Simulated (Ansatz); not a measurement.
Correlation energies of CH$_{3}$AlCl$_{2}$O (`C[O][Al]([Cl])[Cl]`) by basis set

Z-matrix (Å, degrees):
```
C
O 1 1.402
H 1 1.094 2 109.7
H 1 1.095 2 112.4 3 -120.7
H 1 1.094 2 109.7 3 118.7
Al 2 1.664 1 136.0 3 120.7
Cl 6 2.071 2 119.1 1 180.0
Cl 6 2.080 2 120.8 1 -0.0
```

Charge 0, multiplicity 1. Geometry: relaxed with PBE0-D4/def2-TZVP. It is one conformer, not always the lowest. Frozen core, restricted reference, Ansatz 0.2.0. CBS rows extrapolate triple and quadruple zeta; past MP2 they add the triple-zeta difference.

| basis | HF (Eh) | MP2 corr. | CCSD corr. | (T) | CCSD(T) total |
| --- | --- | --- | --- | --- | --- |
| def2-SVP | -1275.14051 | ? | -0.68629 | -0.01505 | ? |
| def2-TZVPP | -1275.68027 | -0.85211 | ? | -0.03531 | ? |
| def2-QZVPP | ? | -0.92836 | – | – | – |
| CBS(def2) | ? | -0.98484 | -1.03183 | as TZ | ? |

Question: Fill in the withheld values. (Estimate.)

Answer: Computed: def2-SVP MP2 corr.: -0.64134; def2-SVP CCSD(T) total: -1275.84185; def2-TZVPP CCSD corr.: -0.89910; def2-TZVPP CCSD(T) total: -1276.61468; def2-QZVPP HF (Eh): -1275.71855; CBS(def2) HF (Eh): -1275.72382; CBS(def2) CCSD(T) total: -1276.79096.
